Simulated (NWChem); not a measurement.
C$_{5}$H$_{5}$F; SMILES C#CC/C=C/F

```xyz
11

C      0.7867    -2.8744    -0.0696
C      0.0334    -1.9314    -0.0407
C     -0.8746    -0.7791     0.0099
C     -0.1796     0.4970     0.4287
C     -0.1664     1.5836    -0.3329
F      0.4417     2.7229     0.0501
H      1.4562    -3.7034    -0.0994
H     -1.3503    -0.6409    -0.9706
H     -1.6911    -1.0018     0.7133
H      0.3257     0.5122     1.3907
H     -0.6279     1.6730    -1.3131
```
Atoms are numbered in this order, from 1.

Program: NWChem. Pople sets run with spherical d functions. STO-3G and 3-21G are far too small for this property and stand as cheap habits. Geometry: optimised at B3LYP/6-31G* (spherical d). Field at 589 nm.

```json
[
 {"level": "B3LYP/STO-3G", "isotropic polarisability (bohr³)": "28.3", "anisotropy (bohr³)": "30.5", "relative time": "1"},
 {"level": "B3LYP/6-31G*", "isotropic polarisability (bohr³)": "49.1", "anisotropy (bohr³)": "40.3", "relative time": "5"},
 {"level": "B3LYP/def2-SVP", "isotropic polarisability (bohr³)": "51.7", "anisotropy (bohr³)": "39.9", "relative time": "7"}
]
```

Relative times are rough (shared machine, one core).
